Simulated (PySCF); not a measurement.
GaF₃, SMILES [F][Ga]([F])[F].

The structure is a stationary point at PBE0-D3(BJ)/def2-SVP. The isomer is the one that the SMILES or the coordinates give; other isomers of the formula were not compared.

Two levels are set side by side: PBE/def2-TZVPD (PySCF) and CAM-B3LYP/def2-TZVPD (PySCF). Same geometry, gas phase. Differences are taken from unrounded values.

```json
[
 {"quantity": "orbital gap (eV)", "PBE": "6.22"},
 {"quantity": "highest occupied level (eV)", "PBE": "-9.75"},
 {"quantity": "lowest empty level (eV)", "PBE": "-3.54"},
 {"quantity": "mean polarisability (bohr³)", "PBE": "27.2"}
]
```

Question: These are the PBE values. What does CAM-B3LYP give? (Estimate from the structure and the level; the computed values follow.)

Answer: 
| quantity | CAM-B3LYP | PBE minus CAM-B3LYP |
|---|---|---|
| orbital gap (eV) | 11.74 | -5.53 |
| highest occupied level (eV) | -13.46 | 3.71 |
| lowest empty level (eV) | -1.72 | -1.82 |
| mean polarisability (bohr³) | 24.5 | 2.7 |

Without exact exchange PBE keeps part of each electron's self-repulsion, which lifts occupied levels and narrows the gap. Loosely held outer electrons make PBE densities more polarisable. Differences between two approximate levels are no errors against the true value.

Rough cost on one machine, each run with all the roots and properties that it gave: CAM-B3LYP against PBE within a factor of 2.
